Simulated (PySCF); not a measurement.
## Electron correlation in Zn+ (zinc, charge +1)

[Ar] 3d10 4s1, 2S determinant. All numbers are calculated (PySCF 2.14, scalar relativity by spin-free X2C-1e, in aug-cc-pVDZ-DK). Frozen: [Ar]; 11 electrons correlated.

MP2 pair energies summed by pair of shells (mhartree):

```csv
pair,energy,share (%)
3d-3d,-389.95,93.3
3d-4s,-28.03,6.7
```

Total MP2 correlation energy: -417.98 mhartree.

Same-spin part -158.69 and opposite-spin part -259.30 mhartree; SCS-MP2 scales them by 1/3 and 6/5 to -364.05 mhartree.
